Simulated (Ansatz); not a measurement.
The cluster Ge2O4⁺: single points at one geometry.

```yaml
crystal:
  periodic: [false, false, false]
  atoms:
    - {symbol: Ge, position_ang: [-0.206355, 1.403881, -1.314300]}
    - {symbol: Ge, position_ang: [-1.415949, -0.357513, 1.268181]}
    - {symbol: O, position_ang: [0.518447, -0.892795, 1.117908]}
    - {symbol: O, position_ang: [1.151739, -0.911415, -0.081992]}
    - {symbol: O, position_ang: [1.343525, 0.308243, -0.644782]}
    - {symbol: O, position_ang: [-1.391387, 0.449589, -0.345005]}
basis:
  gaussian: {orbitals: STO-3G}
total_charge: 1
magnetization: {spin_polarized: true, initial_magnetization: 1}
hamiltonian: {xc: hf}
scf: {omitted_lower_state_checks: [starts]}
output: {orbitals: {seedname: orbitals}}
```

The file start.molden holds the orbitals of an earlier run on this structure, at another level or in another basis.

```sh
$ ansatz run in.yaml --threads 4 --pin off --events-out ev --progress --plain --max-ram 4787MiB
```

It prints (some lines left out):

```
Functional definition: HF
660 factors; integrals over basis functions are off by at most 3.2e-5 eV
mean field evaluation 1: about -119686.5323 eV, gradient 2.7e1 eV
mean field evaluation 2: about -119686.8140 eV, gradient 2.7e1 eV
mean field evaluation 4: about -119693.1084 eV, gradient 3.8e0 eV
mean field evaluation 8: about -119693.4076 eV, gradient 7.0e-1 eV
mean field -119693.46271694 eV, -4398.6536237046 hartree, gradient 1.2e-5 eV, S^2 0.767024; 0 other end points of the search recorded, 0 dependent functions left out
reference -119693.46271694 eV, -4398.6536237046 hartree; 48, 47 occupied and 8, 9 virtual orbitals, 660 factors
Total energy: -119693.46271694 eV, -4398.6536237046 hartree
Checks for a lower state left out: starts
```

It took 0.55 s on 4 threads of Arm Neoverse V2 on a shared host.

The first input with `gaussian: {orbitals: def2-SVP, initial_orbitals: start.molden}`, `hamiltonian: {xc: pbe, dispersion: d4}` (abridged; 1.8 s):

```
Functional definition: PBE
mean field -121168.49335879 eV, -4452.8599999808 hartree, gradient 7.4e-5 eV, S^2 0.752390
Total energy: -121168.70776165 eV, -4452.8678791405 hartree
Checks for a lower state left out: starts
```

As the first input, with `gaussian: {orbitals: def2-TZVP, initial_orbitals: start.molden}`, `hamiltonian: {xc: pbe0, dispersion: d4}` (abridged; 8 s):

```
Functional definition: PBE0
mean field -121194.08257673 eV, -4453.8003863951 hartree, gradient 7.5e-5 eV, S^2 0.756849
Total energy: -121194.26379923 eV, -4453.8070461993 hartree
Checks for a lower state left out: starts
```

First input, but with `gaussian: {orbitals: def2-TZVP, initial_orbitals: start.molden}`, `hamiltonian: {xc: {name: r2SCAN0}, dispersion: d4}` (abridged; 13 s):

```
Functional definition: r2SCAN0
mean field -121209.60155127 eV, -4454.3706981904 hartree, gradient 2.3e-5 eV, S^2 0.759982
Total energy: -121209.65824626 eV, -4454.3727816927 hartree
Checks for a lower state left out: starts
```

As the first input, with `gaussian: {orbitals: def2-TZVP, initial_orbitals: start.molden}`, `hamiltonian: {xc: pbe, dispersion: d4}`, `output: {forces: true, orbitals: {seedname: orbitals}}` (abridged; 4.4 s):

```
Functional definition: PBE
mean field -121192.72691878 eV, -4453.7505668844 hartree, gradient 1.4e-5 eV, S^2 0.752584
Total energy: -121192.94132096 eV, -4453.7584460193 hartree
Atom 0 force    -0.028622    -0.197112     0.199129 eV/Å
Atom 1 force     0.164593     0.084074    -0.212500 eV/Å
Atom 2 force    -0.175107    -0.027364     0.263403 eV/Å
Atom 3 force     0.047908    -0.172717    -0.094844 eV/Å
Atom 4 force     0.027603     0.267998    -0.168790 eV/Å
Atom 5 force    -0.036376     0.045122     0.013602 eV/Å
Dipole moment:    -0.342121     0.232590    -0.001506 e Å
Checks for a lower state left out: starts
```

As the first input, with `gaussian: {orbitals: def2-TZVP, initial_orbitals: start.molden}`, `hamiltonian: {xc: {name: LC-wPBE}}` (abridged; 6 s):

```
Functional definition: LC-wPBE
mean field -121196.12223093 eV, -4453.8753423044 hartree, gradient 1.7e-5 eV, S^2 0.754883
Total energy: -121196.12223093 eV, -4453.8753423046 hartree
Checks for a lower state left out: starts
```

As the first input, with `gaussian: {orbitals: def2-TZVP, initial_orbitals: start.molden}`, `hamiltonian: {xc: r2scan, dispersion: d4}` (abridged; 9 s):

```
Functional definition: r2SCAN
mean field -121212.81651262 eV, -4454.4888458410 hartree, gradient 7.2e-5 eV, S^2 0.755609
Total energy: -121212.86247283 eV, -4454.4905348474 hartree
Checks for a lower state left out: starts
```

Geometry: PBE-D4/def2-SVP.

LC-ωPBE has ω = 0.4 bohr⁻¹. The structure holds 2 bonds between oxygen atoms, so isomers without such links may lie far lower. The structure comes from a short search, and lower isomers may exist.
